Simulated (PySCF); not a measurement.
**Polarisability and C₆ of Pt (platinum, neutral)**

[Xe] 4f14 5d9 6s1, high-spin 3D determinant. All numbers are calculated (PySCF 2.14, scalar relativity through the core potential, in aug-cc-pVTZ-PP with ECP60MDF). Coupled (time-dependent) response in atomic units; α is the mean over directions.

```json
{"method": "LC-wPBE", "mean α (bohr³)": "44.05", "α xx, yy, zz": "43.66, 43.66, 44.83", "C₆ (like pair)": "418.2", "S(−4)": "973.2"}
```

S(−4) is the Cauchy moment in α(ω) = α(0) + S(−4) ω² + …

Reference α: 48 ± 4 bohr³ (recommended; Schwerdtfeger and Nagle, table of static dipole polarizabilities (2023 update)). Published C₆: 470.0 (Gould and Bucko (2016)).

Spin-orbit coupling is absent.

α(iu) at LC-wPBE:

| u (hartree) | α(iu) (bohr³) |
| --- | --- |
| 0 | 44.05 |
| 0.0500 | 41.79 |
| 0.100 | 36.64 |
| 0.200 | 26.34 |
| 0.300 | 19.64 |
| 0.500 | 12.73 |
| 0.750 | 8.641 |
| 1.00 | 6.360 |
| 1.50 | 3.918 |
| 2.00 | 2.670 |
| 3.00 | 1.467 |
| 5.00 | 0.6287 |

A single London oscillator, α(iu) = α/(1 + u²/ω²), gives C₆ = (3/4) ω α². Matching the computed C₆ needs ω = 4 × 418.2 / (3 × 44.05²) = 0.287 hartree.

The components differ because the open shell of this determinant is not spherical; for a pure term their mean is the scalar polarisability.

Energies and moments cover only the electrons outside the core potential. Spin-orbit coupling, absent here, splits the open shell strongly.
